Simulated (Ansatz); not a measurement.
Relaxation of AlClF2H4O2 (10 atoms, charge 0, multiplicity 1), to a largest force component of 0.03 eV/Å in at most 50 steps.

All numbers below come from RKS B3LYP/6-31G* (Ansatz 0.2.0).

```xyz
10
Properties=species:S:1:pos:R:3
Al 0.479 -1.689 0.472
Cl 1.761 1.549 0.997
F 1.896 -2.522 0.517
F -0.507 -1.591 1.782
H -1.200 0.943 -0.962
O -0.151 -1.058 -1.098
H 0.627 1.989 0.494
O -1.374 1.799 -0.536
H 0.512 -1.013 -1.801
H -2.042 1.591 0.135
```

Question: Where does it end, and by what steps?

Answer: The run converged. After 26 steps the energy has fallen by 1.952 eV; Cl2 moved furthest, 1.00 Å. Parted: Cl2–H7, H5–O8. Joined: Al1–Cl2, H5–O6, H7–O8.

```
step  energy less start (eV)  largest force component (eV/Å)  accepted
   0                  0.0000                           1.789       yes
   1                 -0.2481                           0.915       yes
   2                 -0.4755                           0.742       yes
   3                 -0.6777                           0.897       yes
   4                 -0.8047                           0.891       yes
   5                 -0.9069                           0.586       yes
   6                 -1.0815                           0.639       yes
   7                 -1.2027                           2.057       yes
   8                 -1.4181                           1.567       yes
   9                 -1.6553                           1.145       yes
  10                 -1.6147                           4.084        no
  11                 -1.8044                           0.833       yes
  12                 -1.8860                           0.590       yes
  13                 -1.8773                           2.038        no
  14                 -1.9202                           0.341       yes
  15                 -1.9399                           0.135       yes
  16                 -1.9444                           0.227       yes
  17                 -1.9467                           0.123       yes
  18                 -1.9476                           0.040       yes
  19                 -1.9483                           0.050       yes
  20                 -1.9492                           0.067       yes
  21                 -1.9501                           0.113       yes
  22                 -1.9507                           0.101       yes
  23                 -1.9510                           0.106       yes
  24                 -1.9518                           0.075       yes
  25                 -1.9522                           0.040       yes
  26                 -1.9524                           0.014       yes
```

```xyz
10
Properties=species:S:1:pos:R:3
Al 0.735 -1.163 0.766
Cl 1.323 0.792 1.480
F 1.913 -2.014 -0.038
F -0.235 -1.986 1.826
H -0.636 0.259 -0.814
O -0.362 -0.721 -0.734
H -0.178 2.027 -0.027
O -0.881 1.813 -0.673
H 0.035 -1.017 -1.571
H -1.714 2.010 -0.214
```

Whether the end is a true minimum wasn't checked by a vibrational analysis.

Run time: 110 s on 2 threads of Arm Neoverse V1 (shared host), peak memory 0.23 GiB.
